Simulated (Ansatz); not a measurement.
Geometry optimisation, Ansatz, RKS PBE/def2-SVP.

input.yaml

```yaml
crystal:
  periodic: [false, false, false]
  atoms:
    - { symbol: "N", position_ang: [-2.0053, -0.1283, 1.7313] }
    - { symbol: Si, position_ang: [-1.27, 0.4994, 0.3208] }
    - { symbol: Si, position_ang: [0.4951, -0.8511, -0.297] }
    - { symbol: O, position_ang: [1.4601, -1.3039, 1.0681] }
    - { symbol: Si, position_ang: [1.7523, 0.442, -1.7556] }
    - { symbol: H, position_ang: [-2.9052, 0.4712, 1.8659] }
    - { symbol: H, position_ang: [-1.4451, 0.1016, 2.5387] }
    - { symbol: H, position_ang: [-0.7834, 1.8812, 0.6823] }
    - { symbol: H, position_ang: [-2.2857, 0.5961, -0.7014] }
    - { symbol: H, position_ang: [0.0421, -2.0968, -0.9118] }
    - { symbol: H, position_ang: [0.9204, -1.9302, 1.6919] }
    - { symbol: H, position_ang: [0.9303, 0.8492, -2.8853] }
    - { symbol: H, position_ang: [2.1716, 1.7191, -1.0855] }
    - { symbol: H, position_ang: [2.9097, -0.2786, -2.2336] }
basis:
  gaussian: { orbitals: def2-SVP }
hamiltonian:
  xc: pbe
relax:
  f_tol: 0.015
  max_steps: 40
output:
  orbitals: {}
```

Launched with:

```bash
$ ansatz run input.yaml --threads 2 --pin off --max-ram 3072MiB --backend cpu --events-out ev --progress --plain --runs-dir out
```

Task: Where does it end, and by what steps?

Result: It converged. After 28 steps the energy has fallen by 0.706 eV; H8 moved furthest, 1.41 Å.

```csv
step,energy less start (eV),largest force component (eV/Å),accepted
0,0.0000,3.079,yes
1,-0.4368,0.832,yes
2,-0.5134,0.362,yes
3,-0.5310,0.330,yes
4,-0.5384,0.215,yes
5,-0.5531,0.221,yes
6,-0.5600,0.218,yes
7,-0.5673,0.226,yes
8,-0.5742,0.204,yes
9,-0.5889,0.313,yes
10,-0.6003,0.546,yes
11,-0.6091,0.787,yes
12,-0.6300,0.634,yes
13,-0.6654,0.250,yes
14,-0.6822,0.240,yes
15,-0.6834,0.246,yes
16,-0.6916,0.211,yes
17,-0.6966,0.066,yes
18,-0.6936,0.491,no
19,-0.6998,0.086,yes
20,-0.7016,0.158,yes
21,-0.7026,0.144,yes
22,-0.7043,0.071,yes
23,-0.7052,0.037,yes
24,-0.7057,0.049,yes
25,-0.7059,0.031,yes
26,-0.7059,0.023,yes
27,-0.7060,0.015,yes
28,-0.7060,0.007,yes
```

```xyz
14
Properties=species:S:1:pos:R:3
N -1.179 0.208 1.897
Si -1.602 0.369 0.169
Si 0.212 -0.895 -0.689
O 0.586 -1.756 0.720
Si 2.014 0.440 -1.429
H -1.960 0.201 2.562
H -0.464 0.857 2.247
H -1.775 1.790 -0.318
H -2.926 -0.335 0.022
H -0.190 -1.823 -1.808
H 0.036 -1.358 1.445
H 1.619 1.175 -2.686
H 2.365 1.469 -0.383
H 3.250 -0.371 -1.721
```

Whether the end is a true minimum wasn't checked by a vibrational analysis.

The run took 81 s on 2 threads of Arm Neoverse V2, with other jobs on the host, peak memory 0.17 GiB.
